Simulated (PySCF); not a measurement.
**C₆ coefficients of unlike pairs at PBE**

Calculated with PySCF 2.14 from the dipole response of each species, C₆(A,B) = (3/π) ∫ α_A(iu) α_B(iu) du, in atomic units, from isotropic polarisabilities. For ions this is the dispersion term alone; charge-induced terms of lower order in 1/R come first.

```tsv
species	configuration	basis	relativity	α (bohr³)	C₆ (like pair)
Br⁺	[Ar] 3d10 4s2 4p4 (3P)	aug-cc-pVTZ-DK (7s6p4d2f)	spin-free X2C	12.70	78.34
Ti⁺	[Ar] 3d2 4s1 (4F)	aug-cc-pVQZ-DK (9s8p6d4f3g2h)	spin-free X2C	46.31	292.2
Nb	[Kr] 4d4 5s1 (6D)	def2-TZVPPD with the def2 core potential (28 electrons) (6s4p3d2f1g)	core potential	81.90	791.6
C⁺	[He] 2s2 2p1 (2P)	x2c-TZVPPall with one added diffuse shell each of s, p, d type (6s4p3d1f)	spin-free X2C	6.077	14.58
```

Question: Estimate C₆ for C⁺ with Br⁺.

Answer: The integral gives 33.68. The combination rule 2 C_A C_B / (C_A α_B/α_A + C_B α_A/α_B) gives 33.62 and the geometric mean 33.80.

No spin-orbit coupling is included.

The other pairs:

| pair | C₆ |
| --- | --- |
| Ti⁺, Br⁺ | 132.3 |
| C⁺, Ti⁺ | 59.22 |
| Nb, Ti⁺ | 480.0 |
| Nb, Br⁺ | 216.6 |
| C⁺, Nb | 96.85 |
